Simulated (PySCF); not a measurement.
**Dipole response of Se⁺ (selenium, charge +1)**

[Ar] 3d10 4s1 4p3 5s1, high-spin 6S determinant (an excited configuration). Computed with PySCF 2.14 in aug-cc-pVQZ-PP with one added diffuse shell each of s, p, d, f, g type with ECP10MDF (8s7p6d4f3g, 114 functions), with scalar relativity through the core potential. Coupled (time-dependent) response in atomic units; α is the mean over directions.

```csv
method,mean α (bohr³),C₆ (like pair),S(−4)
HSE06,145.1,1584,16690
```

S(−4) is the Cauchy moment in α(ω) = α(0) + S(−4) ω² + …

α(iu) at HSE06:

```tsv
u (hartree)	α(iu) (bohr³)
0	145.1
0.0500	113.1
0.100	69.91
0.200	31.12
0.300	18.53
0.500	9.794
0.750	5.767
1.00	3.833
1.50	2.065
2.00	1.308
3.00	0.6832
5.00	0.2983
```

A single London oscillator, α(iu) = α/(1 + u²/ω²), gives C₆ = (3/4) ω α². Matching the computed C₆ needs ω = 4 × 1584 / (3 × 145.1²) = 0.100 hartree.

For an ion, C₆ is the dispersion term alone; charge-induced terms of lower order in 1/R come first.

Energies and moments cover only the electrons outside the core potential. The outer electron is Rydberg-like, and this basis confines it to a smaller radius and binds it less than a complete one would.
